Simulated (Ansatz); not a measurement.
Nudged elastic band run: C2H8AlFS

Input:

```yaml
crystal:
  periodic: [false, false, false]
  atoms:
    - { symbol: Al, position_ang: [1.152036, -0.243314, 0.068737] }
    - { symbol: S, position_ang: [1.881674, -0.084517, -1.991372] }
    - { symbol: C, position_ang: [0.211363, -1.799261, 0.736685] }
    - { symbol: F, position_ang: [1.627468, 0.984204, 1.10777] }
    - { symbol: H, position_ang: [-1.002142, 0.889898, -1.069888] }
    - { symbol: C, position_ang: [-1.483842, 1.270747, -0.154044] }
    - { symbol: H, position_ang: [2.472976, 1.116152, -1.78186] }
    - { symbol: H, position_ang: [-0.245783, -2.387798, -0.075805] }
    - { symbol: H, position_ang: [-0.580169, -1.517952, 1.450353] }
    - { symbol: H, position_ang: [0.91285, -2.462881, 1.272721] }
    - { symbol: H, position_ang: [-2.016501, 2.197931, -0.411113] }
    - { symbol: H, position_ang: [-2.1943, 0.526468, 0.230806] }
    - { symbol: H, position_ang: [-0.735732, 1.510422, 0.61711] }
magnetization:
  spin_polarized: true
basis:
  gaussian: { orbitals: def2-SVP }
hamiltonian:
  xc: b3lyp
  dispersion: d4
neb:
  order_check: false
  images: 7
  f_tol: 0.03
  max_iterations: 60
  final_atoms:
    - { symbol: Al, position_ang: [0.16924464, 0.08185871, 0.49596385] }
    - { symbol: S, position_ang: [1.19561825, 0.24782858, -1.95040856] }
    - { symbol: C, position_ang: [0.17075971, -1.86190859, 0.72766774] }
    - { symbol: F, position_ang: [1.50485902, 0.9002869, 1.14327258] }
    - { symbol: H, position_ang: [0.86046617, 1.54808438, -2.12339042] }
    - { symbol: C, position_ang: [-1.4432955, 1.16257496, 0.2223919] }
    - { symbol: H, position_ang: [2.39757677, 0.56224798, -1.41161399] }
    - { symbol: H, position_ang: [-0.50721015, -2.36937798, 0.01941029] }
    - { symbol: H, position_ang: [-0.16821857, -2.13459818, 1.74339913] }
    - { symbol: H, position_ang: [1.17626789, -2.29915836, 0.60186237] }
    - { symbol: H, position_ang: [-2.10764771, 0.73990211, -0.55211602] }
    - { symbol: H, position_ang: [-2.04101914, 1.22059084, 1.14986963] }
    - { symbol: H, position_ang: [-1.20750339, 2.20176764, -0.06620851] }
  initial_path:
    images:
      - { positions_ang: [[1.152036, -0.243314, 0.068737], [1.881674, -0.084517, -1.991372], [0.211363, -1.799261, 0.736685], [1.627468, 0.984204, 1.10777], [-1.002142, 0.889898, -1.069888], [-1.483842, 1.270747, -0.154044], [2.472976, 1.116152, -1.78186], [-0.245783, -2.387798, -0.075805], [-0.580169, -1.517952, 1.450353], [0.91285, -2.462881, 1.272721], [-2.016501, 2.197931, -0.411113], [-2.1943, 0.526468, 0.230806], [-0.735732, 1.510422, 0.61711]] }
      - { positions_ang: [[1.01971827, -0.21108235, 0.14780037], [1.71021731, 0.00887987, -2.03280458], [0.1843959, -1.83950118, 0.76125075], [1.61743152, 0.97066901, 1.13610427], [-0.77738581, 0.87680895, -1.06175507], [-1.38712474, 1.27703566, -0.15871716], [2.33327522, 1.17349746, -1.78348841], [-0.23715093, -2.413667, -0.07346979], [-0.6176489, -1.64026906, 1.47282687], [0.91583303, -2.47931008, 1.27380178], [-1.94925987, 2.08546937, -0.53738344], [-2.07187545, 0.53811929, 0.26777861], [-0.74052756, 1.65344907, 0.58815581]] }
      - { positions_ang: [[0.88740055, -0.17885071, 0.22686373], [1.53876063, 0.10227674, -2.07423717], [0.1574288, -1.87974137, 0.7858165], [1.60739504, 0.95713403, 1.16443853], [-0.55262962, 0.86371991, -1.05362213], [-1.29040749, 1.28332431, -0.16339031], [2.19357445, 1.23084292, -1.78511682], [-0.22851886, -2.43953601, -0.07113458], [-0.65512881, -1.76258612, 1.49530074], [0.91881607, -2.49573916, 1.27488256], [-1.88201873, 1.97300775, -0.66365387], [-1.9494509, 0.54977058, 0.30475121], [-0.74532311, 1.79647613, 0.55920162]] }
      - { positions_ang: [[0.75508282, -0.14661906, 0.3059271], [1.36730394, 0.19567361, -2.11566975], [0.1304617, -1.91998155, 0.81038225], [1.59735857, 0.94359904, 1.1927728], [-0.32787343, 0.85063086, -1.0454892], [-1.19369023, 1.28961297, -0.16806347], [2.05387367, 1.28818837, -1.78674523], [-0.21988679, -2.46540501, -0.06879937], [-0.69260871, -1.88490317, 1.51777461], [0.9217991, -2.51216824, 1.27596333], [-1.8147776, 1.86054612, -0.78992431], [-1.82702636, 0.56142186, 0.34172382], [-0.75011867, 1.9395032, 0.53024743]] }
      - { positions_ang: [[0.62276509, -0.11438741, 0.38499047], [1.19584725, 0.28907047, -2.15710234], [0.1034946, -1.96022174, 0.83494799], [1.58732209, 0.93006405, 1.22110706], [-0.10311724, 0.83754182, -1.03735627], [-1.09697298, 1.29590163, -0.17273662], [1.9141729, 1.34553383, -1.78837364], [-0.21125473, -2.49127401, -0.06646416], [-0.73008862, -2.00722023, 1.54024848], [0.92478213, -2.52859733, 1.27704411], [-1.74753646, 1.7480845, -0.91619475], [-1.70460181, 0.57307315, 0.37869642], [-0.75491422, 2.08253026, 0.50129324]] }
      - { positions_ang: [[0.50938498, -0.06532588, 0.41273381], [1.19579, 0.27876, -2.10542889], [0.12031087, -1.93564345, 0.80812793], [1.56670632, 0.92261977, 1.20164844], [0.13777861, 1.01517746, -1.3088648], [-1.18355361, 1.26256996, -0.07395449], [2.03502386, 1.14971237, -1.69418373], [-0.28524358, -2.4608, -0.04499555], [-0.58962111, -2.03906472, 1.59103614], [0.98765357, -2.47123758, 1.10824867], [-1.83756427, 1.4960389, -0.82517507], [-1.78870614, 0.73495258, 0.57148972], [-0.86806151, 2.11233961, 0.3594178]] }
      - { positions_ang: [[0.39600487, -0.01626435, 0.44047716], [1.19573275, 0.26844952, -2.05375545], [0.13712715, -1.91106516, 0.78130786], [1.54609055, 0.91517548, 1.18218982], [0.37867446, 1.1928131, -1.58037334], [-1.27013424, 1.22923829, 0.02482764], [2.15587483, 0.9538909, -1.59999381], [-0.35923244, -2.43032599, -0.02352694], [-0.44915359, -2.0709092, 1.64182381], [1.05052501, -2.41387784, 0.93945324], [-1.92759209, 1.2439933, -0.73415538], [-1.87281047, 0.896832, 0.76428302], [-0.98120881, 2.14214895, 0.21754237]] }
      - { positions_ang: [[0.28262475, 0.03279718, 0.46822051], [1.1956755, 0.25813905, -2.002082], [0.15394343, -1.88648687, 0.7544878], [1.52547479, 0.90773119, 1.1627312], [0.61957032, 1.37044874, -1.85188188], [-1.35671487, 1.19590663, 0.12360977], [2.2767258, 0.75806944, -1.5058039], [-0.43322129, -2.39985199, -0.00205832], [-0.30868608, -2.10275369, 1.69261147], [1.11339645, -2.3565181, 0.7706578], [-2.0176199, 0.99194771, -0.6431357], [-1.95691481, 1.05871142, 0.95707633], [-1.0943561, 2.1719583, 0.07566693]] }
      - { positions_ang: [[0.16924464, 0.08185871, 0.49596385], [1.19561825, 0.24782858, -1.95040856], [0.17075971, -1.86190859, 0.72766774], [1.50485902, 0.9002869, 1.14327258], [0.86046617, 1.54808438, -2.12339042], [-1.4432955, 1.16257496, 0.2223919], [2.39757677, 0.56224798, -1.41161399], [-0.50721015, -2.36937798, 0.01941029], [-0.16821857, -2.13459818, 1.74339913], [1.17626789, -2.29915836, 0.60186237], [-2.10764771, 0.73990211, -0.55211602], [-2.04101914, 1.22059084, 1.14986963], [-1.20750339, 2.20176764, -0.06620851]] }
```

Run as:

```bash
$ ansatz run input.yaml --threads 4 --pin off --max-ram 5120MiB --backend cpu --events-out ev --progress --plain --runs-dir out
```

Output, in part (warnings, iteration lines, the closing report on the highest movable image, with atoms numbered from 0):

```
NEB end point (image 0): max|allowed force component| = 2.562e-2 eV/Å (the criterion of neb.relax_end_points is 1.000e-2)
NEB end point (image 8): max|allowed force component| = 4.557e-3 eV/Å (the criterion of neb.relax_end_points is 1.000e-2)
NEB iter   1: max|band force component| = 5.596e0 eV/Å  barrier→ = 2.4749 eV  barrier← = 1.6489 eV  Δτ_max = 0.2000 Å  (251 SCF iters)
NEB iter   2: max|band force component| = 1.513e0 eV/Å  barrier→ = 1.5537 eV  barrier← = 0.7277 eV  Δτ_max = 0.2000 Å  (211 SCF iters)
NEB iter   3: max|band force component| = 7.974e-1 eV/Å  barrier→ = 1.3886 eV  barrier← = 0.5626 eV  Δτ_max = 0.1729 Å  (206 SCF iters)
NEB iter   4: max|band force component| = 1.032e0 eV/Å  barrier→ = 1.4563 eV  barrier← = 0.6303 eV  CI = image 4  Δτ_max = 0.1831 Å  (203 SCF iters)
NEB iter   5: max|band force component| = 6.096e-1 eV/Å  barrier→ = 1.6071 eV  barrier← = 0.7811 eV  CI = image 4  Δτ_max = 0.0949 Å  (201 SCF iters)
NEB iter   6: max|band force component| = 2.875e-1 eV/Å  barrier→ = 1.5924 eV  barrier← = 0.7664 eV  CI = image 4  Δτ_max = 0.0737 Å  (201 SCF iters)
NEB iter   7: max|band force component| = 1.335e-1 eV/Å  barrier→ = 1.5859 eV  barrier← = 0.7599 eV  CI = image 4  Δτ_max = 0.0830 Å  (204 SCF iters)
NEB iter   8: max|band force component| = 9.223e-2 eV/Å  barrier→ = 1.5831 eV  barrier← = 0.7571 eV  CI = image 4  Δτ_max = 0.0592 Å  (200 SCF iters)
NEB iter   9: max|band force component| = 7.534e-2 eV/Å  barrier→ = 1.5809 eV  barrier← = 0.7549 eV  CI = image 4  Δτ_max = 0.0816 Å  (205 SCF iters)
NEB iter  10: max|band force component| = 9.960e-2 eV/Å  barrier→ = 1.5797 eV  barrier← = 0.7537 eV  CI = image 4  Δτ_max = 0.0408 Å  (199 SCF iters)
NEB iter  11: max|band force component| = 8.937e-2 eV/Å  barrier→ = 1.5789 eV  barrier← = 0.7529 eV  CI = image 4  Δτ_max = 0.0408 Å  (202 SCF iters)
NEB iter  12: max|band force component| = 4.366e-2 eV/Å  barrier→ = 1.5781 eV  barrier← = 0.7521 eV  CI = image 4  Δτ_max = 0.0333 Å  (200 SCF iters)
NEB iter  13: max|band force component| = 3.000e-2 eV/Å  barrier→ = 1.5775 eV  barrier← = 0.7515 eV  CI = image 4  Δτ_max = 0.0246 Å  (192 SCF iters)
NEB iter  14: max|band force component| = 5.831e-2 eV/Å  barrier→ = 1.5770 eV  barrier← = 0.7510 eV  CI = image 4  Δτ_max = 0.0123 Å  (188 SCF iters)
NEB iter  15: max|band force component| = 1.857e-2 eV/Å  barrier→ = 1.5768 eV  barrier← = 0.7508 eV  CI = image 4  Δτ_max = 0.0216 Å  (166 SCF iters)
NEB iter  16: max|band force component| = 1.528e-2 eV/Å  barrier→ = 1.5764 eV  barrier← = 0.7504 eV  CI = image 4  Δτ_max = 0.0210 Å  (27 SCF iters)
NEB iter  17: max|band force component| = 3.202e-2 eV/Å  barrier→ = 1.5761 eV  barrier← = 0.7501 eV  CI = image 4  Δτ_max = 0.0246 Å  (27 SCF iters)
NEB iter  18: max|band force component| = 2.739e-2 eV/Å  barrier→ = 1.5758 eV  barrier← = 0.7498 eV  CI = image 4  Δτ_max = 0.0247 Å  (184 SCF iters)
NEB iter  19: max|band force component| = 4.822e-2 eV/Å  barrier→ = 1.5756 eV  barrier← = 0.7496 eV  CI = image 4  Δτ_max = 0.0492 Å  (30 SCF iters)
NEB iter  20: max|band force component| = 2.752e-2 eV/Å  barrier→ = 1.5753 eV  barrier← = 0.7494 eV  CI = image 4  Δτ_max = 0.0982 Å  (363 SCF iters)
NEB iter  21: max|band force component| = 1.160e-1 eV/Å  barrier→ = 1.5758 eV  barrier← = 0.7498 eV  CI = image 4  Δτ_max = 0.0494 Å  (29 SCF iters)
NEB iter  22: max|band force component| = 1.404e-1 eV/Å  barrier→ = 1.5818 eV  barrier← = 0.7558 eV  CI = image 4  Δτ_max = 0.0247 Å  (197 SCF iters)
NEB iter  23: max|band force component| = 7.243e-2 eV/Å  barrier→ = 1.5759 eV  barrier← = 0.7499 eV  CI = image 4  Δτ_max = 0.0492 Å  (192 SCF iters)
NEB iter  24: max|band force component| = 3.293e-2 eV/Å  barrier→ = 1.5748 eV  barrier← = 0.7488 eV  CI = image 4  Δτ_max = 0.0639 Å  (186 SCF iters)
NEB iter  25: max|band force component| = 3.027e-2 eV/Å  barrier→ = 1.5748 eV  barrier← = 0.7488 eV  CI = image 4  Δτ_max = 0.0223 Å  (181 SCF iters)
NEB iter  26: max|band force component| = 2.457e-2 eV/Å  barrier→ = 1.5748 eV  barrier← = 0.7488 eV  CI = image 4  Δτ_max = 0.0000 Å  (361 SCF iters)
Total energy: -22348.30123951 eV, -821.2849223294 hartree
Atom 0 at     0.527255    -0.057304     0.355625 Å, force    -0.001074    -0.000561    -0.000389 eV/Å
Atom 1 at     1.350621     0.355126    -1.887058 Å, force    -0.000231     0.001419    -0.000083 eV/Å
Atom 2 at     0.022270    -1.904658     0.668918 Å, force     0.000097    -0.000157    -0.000628 eV/Å
Atom 3 at     1.569540     0.778614     1.376070 Å, force     0.000425    -0.000240     0.000090 eV/Å
Atom 4 at     0.053094     0.933623    -1.145240 Å, force     0.000711    -0.000262    -0.000510 eV/Å
Atom 5 at    -1.082097     1.190903    -0.099354 Å, force    -0.000090    -0.000349     0.000713 eV/Å
Atom 6 at     2.097103     1.402389    -1.462277 Å, force    -0.000043    -0.000249     0.000179 eV/Å
Atom 7 at    -0.603868    -2.310401    -0.143419 Å, force     0.000133    -0.000271     0.000548 eV/Å
Atom 8 at    -0.547484    -2.006816     1.608604 Å, force    -0.000023     0.000472     0.000454 eV/Å
Atom 9 at     0.915064    -2.546699     0.753221 Å, force     0.000013     0.000107     0.000298 eV/Å
Atom 10 at    -1.920295     0.734702    -0.648808 Å, force    -0.000285     0.000180    -0.000249 eV/Å
Atom 11 at    -1.356979     1.169167     0.976495 Å, force     0.000048    -0.000185    -0.000117 eV/Å
Atom 12 at    -1.024327     2.261453    -0.352677 Å, force     0.000318     0.000094    -0.000308 eV/Å
Dipole moment:    -0.296947     0.090462    -0.227105 e Å
```

The forces met the threshold. The band force fell under the threshold earlier too, but the program's further tests of the path sent the band on. Neighbouring images differ by up to 1.4 eV, so the band resolves the path poorly. A vibrational analysis at the climbing image gives one clearly imaginary mode, 1050i cm⁻¹: a first-order saddle point. The orbitals stay closed-shell, which can raise the energy where a bond breaks towards radicals; this wasn't checked here.

Final band (atoms are numbered from 1 in the order of the input):

| image | path coordinate (Å) | energy (kcal/mol) | H5–C6 (Å) | Al1–C6 (Å) | S2–H5 (Å) |
| --- | --- | --- | --- | --- | --- |
| 0 | 0.00 | 0.0 | 1.10 | 3.05 | 3.18 |
| 1 | 1.05 | 0.3 | 1.10 | 3.06 | 3.14 |
| 2 | 2.11 | 0.6 | 1.10 | 3.03 | 3.03 |
| 3 | 3.16 | 2.9 | 1.11 | 2.69 | 2.54 |
| 4 | 4.22 | 36.3 | 1.56 | 2.09 | 1.60 |
| 5 | 4.87 | 25.6 | 2.16 | 1.98 | 1.37 |
| 6 | 5.53 | 20.1 | 2.79 | 1.96 | 1.35 |
| 7 | 6.19 | 19.2 | 3.15 | 1.96 | 1.35 |
| 8 | 6.85 | 19.0 | 3.31 | 1.96 | 1.35 |

Run time: 13 min on 4 threads of Arm Neoverse N1, on a shared host, peak memory 0.46 GiB.
